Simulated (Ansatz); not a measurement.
Reaction (redistribution): `F[SiH]([SiH3])S` + `BN[SiH3]` → `BN[SiH]([SiH3])S` + `F[SiH3]`

Calculated with Ansatz (gas phase, PBE0-D4/def2-TZVP geometries, no zero-point term in ΔE). CBS: MP2 limit from def2 TZ/QZ plus the TZ coupled-cluster correction, frozen cores. This one scheme is used for every species. Each species was taken in one conformer, which may not be the lowest.

```tsv
species	CCSD/def2-TZVPP energy (Eh)
`F[SiH]([SiH3])S`	-1078.64840
`BN[SiH3]`	-372.14341
`BN[SiH]([SiH3])S`	-1060.15727
`F[SiH3]`	-390.63664
```

Q: Work out ΔE.

A: ΔE = (-1060.15727) + (-390.63664) − (-1078.64840) − (-372.14341) = -0.00210 Eh = -0.06 eV. CCSD(T)/CBS gives -0.06 eV.

Largest T1 diagnostic among the species: 0.013.

The D4 term adds −0.07 eV with B3LYP and −0.04 eV with PBE0; it sums over pairs of atoms, weighted by their polarisabilities, and B3LYP, whose exchange is more repulsive, gets the larger term. In def2-TZVPP, CCSD(T) changes the Hartree–Fock value by −0.06 eV (the triples alone add −0.01 eV) and MP2 by −0.09 eV.

B3LYP here is the variant with VWN-RPA as its local correlation; programs differ in this.
